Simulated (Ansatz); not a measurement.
A nudged elastic band was laid between two geometries of F2H8HfN2OSi (15 atoms, charge 0, multiplicity 1).

The calculation used RKS PBE/def2-SVP (Ansatz 0.2.0).

| Property | Result |
| --- | --- |
| movable images | 5 |
| climbing image | yes |
| spring | 5.0 eV/Å² |
| optimiser | quadratic models (default) |
| start path | through a guess of the saddle point |
| force threshold | 0.03 eV/Å |
| iteration limit | 60 |
| end points | relaxed |

Image 0:

```xyz
15
Properties=species:S:1:pos:R:3
Hf -0.107 0.191 -0.083
F 0.055 0.192 1.878
N 1.853 -0.014 -0.627
H 2.195 -0.473 -1.480
H 2.670 0.220 -0.050
N -0.611 2.044 -0.796
H -1.534 2.476 -0.671
H -0.016 2.691 -1.321
F -0.916 -1.242 -1.158
O -2.333 -0.066 0.812
Si -3.493 -1.221 0.265
H -2.977 -2.620 0.404
H -4.703 -1.049 1.141
H -3.812 -0.858 -1.146
H -2.198 0.011 1.779
```

Image 6:

```xyz
15
Properties=species:S:1:pos:R:3
Hf -0.303 0.497 -0.106
F -0.100 1.091 1.751
N 1.529 -0.388 -0.388
H 1.806 -0.913 -1.225
H 2.377 -0.178 0.152
N -0.483 2.324 -1.024
H -0.617 2.472 -2.031
H -0.189 3.216 -0.609
F -1.344 -0.609 -1.382
O -2.092 -0.448 1.027
Si -3.320 -1.440 0.303
H -2.722 -2.713 -0.196
H -4.250 -1.731 1.451
H -4.050 -0.672 -0.750
H -2.167 -0.227 1.974
```

(1) What changes between the two ends?

(2) What energy profile does the band end with?

(3) What is the geometry of the highest image?

Results:

(1) No bond is made or broken.

(2) The run converged. The highest image is number 3 of 0 to 6, 0.023 eV above the first end and 0.038 eV above the last; the last end lies 0.015 eV below the first. A vibrational analysis at the climbing image gives one clearly imaginary mode, 74i cm⁻¹: a first-order saddle point.

```json
{"image": "0", "path coordinate (Å)": "0.00", "energy (eV)": "0.000"}
{"image": "1", "path coordinate (Å)": "0.51", "energy (eV)": "0.004"}
{"image": "2", "path coordinate (Å)": "1.01", "energy (eV)": "0.016"}
{"image": "3", "path coordinate (Å)": "1.52", "energy (eV)": "0.023"}
{"image": "4", "path coordinate (Å)": "2.10", "energy (eV)": "0.013"}
{"image": "5", "path coordinate (Å)": "2.68", "energy (eV)": "-0.008"}
{"image": "6", "path coordinate (Å)": "3.26", "energy (eV)": "-0.015"}
```

(3) 
```xyz
15
Properties=species:S:1:pos:R:3
Hf -0.219 0.346 -0.135
F 0.086 0.552 1.796
N 1.731 -0.144 -0.527
H 2.106 -0.504 -1.412
H 2.490 -0.126 0.163
N -0.543 2.204 -0.932
H -1.380 2.477 -1.459
H 0.131 2.975 -0.981
F -1.179 -0.924 -1.306
O -2.251 -0.218 0.912
Si -3.409 -1.365 0.327
H -2.790 -2.716 0.168
H -4.459 -1.421 1.404
H -3.999 -0.840 -0.939
H -2.239 -0.015 1.868
```

Time of the run: 7.1 min on 4 threads of Arm Neoverse V1, with other jobs on the host, peak memory 0.25 GiB.
